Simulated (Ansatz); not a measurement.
Isolated molecules relaxed with PBE0-D4/def2-TZVP in Ansatz; ΔE leaves out vibrations. CBS: MP2 limit from def2 TZ/QZ plus the TZ coupled-cluster correction, frozen cores. Functionals use def2-TZVPP. One conformer a species, not always the lowest.

`FC[SiH]([SiH3])[SiH3]` + `OBOCF` → `FCOBO[SiH3]` + `FC[SiH2][SiH3]`  (cleavage of the Si–Si bond)

`FC[SiH]([SiH3])[SiH3]`:

Z-matrix (Å, degrees):
```
C
Si 1 1.908
F 1 1.391 2 110.0
H 1 1.095 2 111.2 3 119.8
H 1 1.095 2 111.2 3 -119.8
Si 2 2.340 1 110.2 3 -61.5
Si 2 2.340 1 110.2 3 61.4
H 2 1.493 1 106.5 3 180.0
H 6 1.488 2 109.6 1 -174.4
H 6 1.489 2 110.6 1 -54.5
H 6 1.486 2 110.3 1 65.9
H 7 1.486 2 110.3 1 -65.9
H 7 1.488 2 109.6 1 174.5
H 7 1.489 2 110.6 1 54.6
```

`OBOCF`:

```xyz
9

O     0.714    2.141   -0.387
B    -0.064    1.051   -0.231
O     0.525   -0.176   -0.072
C    -0.241   -1.294    0.186
F    -0.347   -1.473    1.539
H     1.653    1.938   -0.342
H    -1.254    1.170   -0.253
H     0.269   -2.167   -0.226
H    -1.255   -1.190   -0.214
```

`FCOBO[SiH3]`:

Cartesian coordinates in Å:
```
F 0.273 -1.914 2.139
C -0.430 -1.907 0.965
O -0.088 -0.787 0.233
B -0.817 0.368 0.337
O -0.396 1.459 -0.329
Si 0.943 1.705 -1.279
H -1.495 -1.912 1.217
H -0.142 -2.794 0.397
H -1.818 0.397 0.994
H 0.889 3.119 -1.713
H 2.180 1.457 -0.500
H 0.901 0.810 -2.462
```

`FC[SiH2][SiH3]`:

Z-matrix (Å, degrees):
```
C
Si 1 1.902
F 1 1.391 2 110.2
H 1 1.095 2 110.9 3 -119.8
H 1 1.095 2 111.5 3 120.0
Si 2 2.339 1 110.4 3 53.7
H 2 1.491 1 107.0 3 174.2
H 2 1.488 1 109.6 3 -68.4
H 6 1.486 2 110.7 1 -65.6
H 6 1.488 2 110.0 1 174.1
H 6 1.488 2 109.7 1 54.7
```

Task: Is it downhill or uphill in electronic energy at CCSD(T)/CBS, and by how much? (Best estimate.)

Result: The calculation gave: Downhill: ΔE = -0.82 eV.

Task: What do these levels give: PBE-D4, ωB97X-V, ωB97M-V, B2PLYP, MP2/def2-TZVPP, SCS-MP2/def2-TZVPP, CCSD/def2-TZVPP, HF/def2-QZVPP, SCS-MP2/def2-QZVPP, HF/CBS(def2), MP2/CBS(def2), CCSD/CBS(def2)? (An estimate is asked.)

Result: The calculation gave: PBE-D4 -0.54, ωB97X-V -0.80, ωB97M-V -0.84, B2PLYP -0.88, MP2/def2-TZVPP -0.87, SCS-MP2/def2-TZVPP -0.94, CCSD/def2-TZVPP -0.86, HF/def2-QZVPP -1.15, SCS-MP2/def2-QZVPP -0.94, HF/CBS(def2) -1.15, MP2/CBS(def2) -0.87, CCSD/CBS(def2) -0.86 eV.

Largest T1 diagnostic among the species: 0.013.

In def2-TZVPP, CCSD(T) changes the Hartree–Fock value by +0.31 eV (the triples alone add +0.04 eV) and MP2 by +0.25 eV. From PBE to PBE0 (25 % exact exchange), in def2-TZVPP and without D4, ΔE moves by −0.08 eV. The D4 term adds +0.04 eV with B3LYP and +0.03 eV with PBE0; it sums over pairs of atoms, weighted by their polarisabilities, and B3LYP, whose exchange is more repulsive, gets the larger term.

B3LYP here is the variant with VWN-RPA as its local correlation; programs differ in this.
